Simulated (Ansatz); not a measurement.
Ways to break one bond of F[Si](F)(Cl)Cl:

A. F[Si](F)(Cl)Cl [dichloro(difluoro)silane] -> F[Si](Cl)Cl + F atom
B. F[Si](F)(Cl)Cl [dichloro(difluoro)silane] -> F[Si](F)Cl + Cl atom

Quantity: bond dissociation energy (enthalpy at 298 K, with B3LYP-D3(BJ) rigid-rotor harmonic-oscillator terms), kcal/mol. Structures are relaxed separately at B3LYP-D3(BJ)/def2-TZVP in Ansatz (a program for electronic structure). Frequencies are from Ansatz. Valence correlation only, unless marked. UHF or UKS for open shells. Spin-orbit coupling is left out. No relativistic terms. CBS marks a two-point X^-3 extrapolation of the correlation energy; Hartree-Fock from the larger set. [CCSD(T)-MP2]/basis is that difference in the basis named.

Problem. Rank them by bond dissociation energy at RI-MP2/CBS(cc-pV(T+d)Z,cc-pV(Q+d)Z)+[CCSD(T)-MP2]/cc-pV(T+d)Z (Ansatz), lowest first.

Solution. B (117.5 kcal/mol), A (160.9 kcal/mol)
